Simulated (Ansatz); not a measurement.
Steps of a relaxation of `BC(B)=C` with RKS PBE-D4/def2-SVP.

```sh
$ ansatz run in.yaml --threads 2 --pin off --events-out ev --progress --plain --max-ram 4352MiB
```

```yaml
crystal:
  periodic: [false, false, false]
  atoms:
    - {symbol: B, position_ang: [-1.117200, 0.512900, -0.814800]}
    - {symbol: C, position_ang: [0.028900, 0.044300, 0.050100]}
    - {symbol: B, position_ang: [0.453000, -1.449500, -0.091700]}
    - {symbol: C, position_ang: [0.732400, 0.887100, 0.892300]}
    - {symbol: H, position_ang: [-1.715500, -0.181800, -1.589900]}
    - {symbol: H, position_ang: [-1.529200, 1.695900, -0.752600]}
    - {symbol: H, position_ang: [1.411100, -1.861800, 0.573500]}
    - {symbol: H, position_ang: [-0.028400, -2.165500, -0.830600]}
    - {symbol: H, position_ang: [1.492400, 0.551000, 1.550000]}
    - {symbol: H, position_ang: [0.355500, 1.916200, 1.016700]}
basis:
  gaussian: {orbitals: def2-SVP}
hamiltonian: {xc: pbe, dispersion: d4}
relax: {f_tol: 0.03, max_steps: 200}
```

Positions (Å) and forces (eV/Å) along the path, 6 of 6 steps:

```xyz
10
step=1 energy=-3513.9647 eV
B    -1.117    0.513   -0.815   -1.224    1.888   -0.339
C     0.029    0.044    0.050    1.271   -0.690    0.542
B     0.453   -1.450   -0.092    1.813    1.174    1.725
C     0.732    0.887    0.892   -2.465    0.036   -1.109
H    -1.716   -0.182   -1.590   -0.050   -0.395   -0.191
H    -1.529    1.696   -0.753    0.267   -0.483    0.024
H     1.411   -1.862    0.574   -0.261    0.044   -0.080
H    -0.028   -2.166   -0.831   -1.073   -1.326   -1.369
H     1.492    0.551    1.550    1.408   -0.525    0.838
H     0.355    1.916    1.017    0.313    0.279   -0.041
10
step=2 energy=-3513.9832 eV
B    -1.153    0.554   -0.814   -0.429    0.660   -0.283
C     0.013    0.022    0.041    0.351   -0.268    0.910
B     0.532   -1.446   -0.115    0.031    0.141    1.006
C     0.585    0.833    1.008    1.130    1.071   -1.883
H    -1.721   -0.158   -1.615   -0.032   -0.095   -0.059
H    -1.528    1.727   -0.735    0.104   -0.234    0.088
H     1.434   -1.868    0.608   -0.001    0.152   -0.213
H    -0.031   -2.221   -0.826   -0.118   -0.311   -0.537
H     1.549    0.545    1.507   -0.743   -0.088    0.288
H     0.405    1.960    0.943   -0.294   -1.027    0.684
10
step=3 energy=-3514.2142 eV
B    -1.170    0.605   -0.827   -0.069   -0.034   -0.077
C     0.003   -0.011   -0.002   -0.221   -0.265   -0.290
B     0.543   -1.476   -0.051   -0.024   -0.084   -0.048
C     0.636    0.834    0.861    0.070    0.062    0.060
H    -1.834    0.000   -1.644    0.062   -0.213   -0.021
H    -1.468    1.774   -0.667    0.051    0.125    0.095
H     1.476   -1.793    0.661    0.101    0.062    0.113
H     0.097   -2.354   -0.762   -0.164    0.076   -0.119
H     1.479    0.485    1.478    0.138    0.084    0.162
H     0.320    1.885    0.955    0.056    0.187    0.125
10
step=4 energy=-3514.2423 eV
B    -1.168    0.583   -0.832    0.040    0.013    0.034
C     0.012    0.002    0.009    0.031   -0.003    0.026
B     0.525   -1.469   -0.064   -0.001    0.036    0.011
C     0.651    0.851    0.878   -0.054   -0.042   -0.065
H    -1.784   -0.093   -1.633    0.003   -0.044   -0.011
H    -1.482    1.751   -0.685   -0.028    0.051   -0.004
H     1.459   -1.809    0.643    0.037   -0.027    0.024
H     0.024   -2.292   -0.806   -0.033    0.000   -0.029
H     1.499    0.514    1.506   -0.012    0.019   -0.003
H     0.347    1.910    0.988    0.018   -0.003    0.016
10
step=5 energy=-3514.2431 eV
B    -1.163    0.583   -0.828   -0.009   -0.045   -0.023
C     0.017    0.005    0.013   -0.055   -0.002   -0.051
B     0.524   -1.468   -0.065   -0.013   -0.004   -0.013
C     0.651    0.855    0.879    0.077    0.062    0.089
H    -1.766   -0.113   -1.624   -0.014    0.009   -0.010
H    -1.493    1.750   -0.694    0.008   -0.001    0.007
H     1.458   -1.827    0.636    0.001    0.004    0.002
H     0.006   -2.274   -0.816    0.005   -0.009    0.001
H     1.499    0.524    1.510    0.003    0.003    0.004
H     0.349    1.915    0.991   -0.002   -0.016   -0.007
10
step=6 energy=-3514.2435 eV
B    -1.164    0.581   -0.830    0.000   -0.001   -0.003
C     0.016    0.006    0.013    0.001    0.001    0.002
B     0.524   -1.467   -0.066   -0.001   -0.003   -0.002
C     0.653    0.855    0.881    0.001    0.004    0.003
H    -1.770   -0.112   -1.627    0.000    0.000    0.002
H    -1.492    1.749   -0.694    0.000    0.000    0.001
H     1.457   -1.824    0.637    0.000    0.000    0.000
H     0.008   -2.276   -0.815    0.001    0.000    0.000
H     1.500    0.522    1.511   -0.001   -0.001   -0.001
H     0.351    1.914    0.993    0.000   -0.002   -0.001
```

Run time 5.5 s (2 threads of an AMD EPYC 9B14 on a shared host); peak host memory 0.13 GiB.
